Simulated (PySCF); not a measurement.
# How methods differ on the excitation energy of Tb

Tb [Xe] 4f9 6s2 (high-spin determinant) → Tb [Xe] 4f8 6s2 6p1 (high-spin determinant), as a difference of total energies. All numbers are calculated (PySCF 2.14, scalar relativity by spin-free X2C-1e, in ANO-RCC-VTZP (8s7p5d3f2g1h, 104 functions)). The calculations carry no spin-orbit coupling.

```
method  excitation energy (eV)
   LDA                   3.707
   PBE                   3.462
```

A first-order spin-orbit estimate (lowest level to lowest level, LS coupling) adds 0.336 eV.

The basis was made for the ground configuration and has no added diffuse functions, so the excitation energy can come out too high.

The determinant of the upper state and of the lower state mixes LS terms, which raises its energy above the lowest term, most at the Hartree-Fock and MP2 levels.
